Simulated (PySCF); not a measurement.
PySCF job for K(F) cation (FK), SMILES [F][K] (connectivity only; charge and spin as stated), charge +1, multiplicity 2, B3LYP-D3(BJ)/def2-TZVPD. Coordinates come from a B3LYP-D3(BJ)/def2-TZVPD optimisation. The multiplicity is an assumed one; other spin states were not compared.

```python
import numpy as np
from pyscf import gto, scf, dft
from pyscf.hessian import thermo

mol = gto.M(
    atom='''
    K     0.00000000    0.00000000   -0.95199379
    F     0.00000000    0.00000000    2.00976467
    ''',
    basis='def2-TZVPD',
    charge=1,
    spin=1,
    max_memory=1600,
    verbose=3,
)
mf = dft.UKS(mol, xc='b3lyp').density_fit(auxbasis='def2-universal-jkfit')
mf.disp = 'd3bj'
mf.grids.level = 3
mf.conv_tol = 1e-11
mf.max_cycle = 100
mf.kernel()
fine, coarse = mf.grids, dft.Grids(mol).set(level=1).build(with_non0tab=True)
for _ in range(3):  # follow internal instabilities
    mf.grids = coarse
    mo, _, stable, _ = mf.stability(return_status=True, nroots=4)
    mf.grids = fine
    if stable:
        break
    mf.kernel(mf.make_rdm1(mo, mf.mo_occ))

# [left out here: the lines that compute and print the analytic Hessian (its translational invariance restored by hand, since the grid's response is missing), thermochemistry and intensities]
```

Program output:

```

WARN: HOMO -0.480474302069486 >= LUMO -0.480474302069488

converged SCF energy = -699.535463249514  <S^2> = 0.75169769  2S+1 = 2.001697
<class 'pyscf.df.df_jk.DFUKS'> wavefunction has an internal instability
SCF not converged.
SCF energy = -699.535463655914 after 100 cycles  <S^2> = 0.75169767  2S+1 = 2.001697
<class 'pyscf.df.df_jk.DFUKS'> wavefunction is stable in the internal stability analysis

WARN: DFTD3 does not support analytical Hessian, using finite difference


WARN: Mole.unit (angstrom) is changed to Bohr

Mode                                 0
Irrep
Freq [cm^-1]                       72.8806
Reduced mass [au]                  22.8377
Force const [Dyne/A]                0.0715
Char temp [K]                     104.8589
Normal mode                   x     y     z
       0   K                 0.00  0.00  0.09
       1   F                -0.00  0.00 -0.19
temperature 298.1500 [K]
pressure 101325.00 [Pa]
Rotational constants [GHz] inf 4.50603 4.50603
Symmetry number 1
Zero-point energy (ZPE) 0.00017 [Eh]   435.923 [J/mol]
                           tot       elec      trans        rot        vib
Entropy [J/mol/K]       250.635      5.763    159.407     68.419     17.046
Cv [J/mol/K]             29.015      0.000     12.472      8.314      8.229
Cp [J/mol/K]             37.330      0.000     20.786      8.314      8.229
Internal energy [J/mol]                      3718.434   2478.956   2504.456
Internal energy [Eh]   -699.53215  -699.53546
Enthalpy [J/mol]                             6197.391   2478.956   2504.456
Enthalpy [Eh]          -699.53121
Gibbs free energy [J/mol]                  -41329.861 -17920.104  -2577.699
Gibbs free energy [Eh] -699.55967
mode   freq/cm-1   IR/(km/mol)
   1       72.88        10.359
max |gradient| / (hartree/bohr): 3.766660770728879e-05
APT charges: [0.9966 0.0035]
```

The run did not converge; its last values are not results.
